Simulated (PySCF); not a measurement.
## C₆H₉OP: full NMR table

- Formula: C6H9OP
- SMILES: CC1=C[PH](=O)C=C1C
- InChI: InChI=1S/C6H9OP/c1-5-3-8(7)4-6(5)2/h3-4,8H,1-2H3
- Point group of the computed structure: Cs
- Carbon signals: 3
- Proton signals: 3

Atoms are numbered as in `[CH3:1][C:2]1=[CH:3][PH:4](=[O:5])[CH:6]=[C:7]1[CH3:8]`. Each H is labelled by its parent atom.

- structure optimised with GFN2-xTB
- shieldings: GIAO PBE0/pcSseg-1
- code: PySCF 2.14.0 with density-fitted response routines
- no solvent model, no relativistic terms, one conformer, averaged over atoms made equivalent by symmetry, fast rotation or ring inversion

δ = σ(ref) − σ, references computed at the same level: ¹H, ¹³C against TMS; ³¹P vs H3PO4; H2O for ¹⁷O.

```tsv
carbon	δC, type	δH (multiplicity)	HMBC from (2–3 bonds)	span of the C tensor (ppm)
C1/C8	20.1, CH3	2.07 (s)	H(C3)/H(C6)	28
C2/C7	160.3, C	–	H(P4), H(C3)/H(C6), H(C1)/H(C8)	239
C3/C6	132.4, CH	6.08 (m)	H(P4), H(C3)/H(C6), H(C1)/H(C8)	185
```

Other nuclei:
```csv
atoms,nucleus,environment,δ (ppm),σ (ppm)
H(P4),¹H,"hydrogen on a phosphorus bonded to 2 C, O, in a 5-membered ring",7.52,24.19
P4,³¹P,"phosphorus bonded to 2 C, O, H, in a 5-membered ring",-9.3,327.6
O5,¹⁷O,P=O oxygen,57.8,278.3
```

1. δC 160.3: fully substituted alkene carbon; the olefinic region.
2. δC 132.4: alkene CH; an sp2 carbon of a C=C bond.
3. δC 20.1: allylic methyl carbon; aliphatic region, no heteroatom directly attached.
4. δH 6.08: hydrogen on an alkene CH; a vinylic proton, deshielded by the sp2 carbon and the C=C anisotropy.
5. δH 2.07: hydrogen on an allylic methyl carbon; allylic position.

Splittings by ³¹P in the carbon and heteronuclear signals aren't shown, as no couplings were computed. Shifts are as computed. Against solution values, carbons near 30 ppm lie about +3 ppm off and those near 130 ppm about +5 ppm. Of 1211 compounds with measured shifts, 218 miss one by over three times the rms of a fit or turn the order of signals round; such compounds aren't used in these exercises. Experimental scales use liquid or dissolved standards, which lie at an offset from isolated H2O (liquid H2O: subtract about 36 ppm) and H3PO4. No couplings were computed; multiplicities are counted from neighbouring protons, with m where these are inequivalent, close in shift, in a saturated or five-membered ring or joined by F or P, and br s for small geminal =CH2 splittings.
